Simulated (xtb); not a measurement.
C4H9, charge -1, singlet, at a GFN2-xTB geometry, atoms displaced at random by about 0.02 Å a coordinate. Base run: GFN2-xTB (xtb).

Input for xtb:
```
$ xtb mol.xyz --gfn 2 --chrg -1 --opt --json

# file mol.xyz
13

C      0.68478353     1.78749486    -0.00012396
C      0.77869894     0.27770849    -0.08899514
C     -0.62863372    -0.25995483    -0.00846889
C     -0.68022795    -1.82155980    -0.03222873
H      1.73020329     2.22597271     0.03972572
H     -1.66245676    -2.22707246    -0.00143134
H      0.14160641     2.25684186     0.82452538
H      0.22875462     2.17342389    -0.93727134
H     -0.14489786    -2.17340330     0.86049815
H     -0.14943607    -2.18034549    -0.84683384
H      1.27618924    -0.03392292     0.90095302
H     -1.19076358     0.07982918    -0.89450449
H     -1.23285562     0.06416542     0.91497265
```

Base: optimiser steps 6.

A changed run: ΔE vs base (mEh) -85.971; optimiser steps 6.

Q: Name the change that produced these shifts.
A) opt level = crude
B) engine = inertial
C) alpb = dmso
D) opt level = extreme
E) opt level = lax

A: C, alpb = dmso
